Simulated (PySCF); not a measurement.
Coordinates in bohr (charge 0 multiplicity 4):
```
Rh    0.0000    0.0000   -2.4648
Se    2.1977    0.0000    1.5868
Se   -2.1977    0.0000    1.5868
```

All numbers come from UPBE0 in PySCF with Rh def2-SVP with ECP28, Se def2-SVP; scalar-relativistic core potentials, no spin–orbit coupling; density-fitted integrals.

This geometry of RhSe₂ is a stationary point at this level.

Task: What is the point group?

Result: C2v.

Task: Is it a minimum?

Result: Yes: all harmonic wavenumbers are real.

Task: What are the dipole moment and the gap between the highest occupied and lowest empty levels of either spin?

Result: 2.80 D and 2.00 eV.

Task: Give the ideal-gas entropy at 298.15 K and 1 bar by parts.

Result: translation 178.3, rotation 114.5, vibration 27.0, spin 11.5; total 331.4 J/(mol K).

Other isomers or separated fragments may lie lower. Other spin states or occupations of the open shell can lie lower.
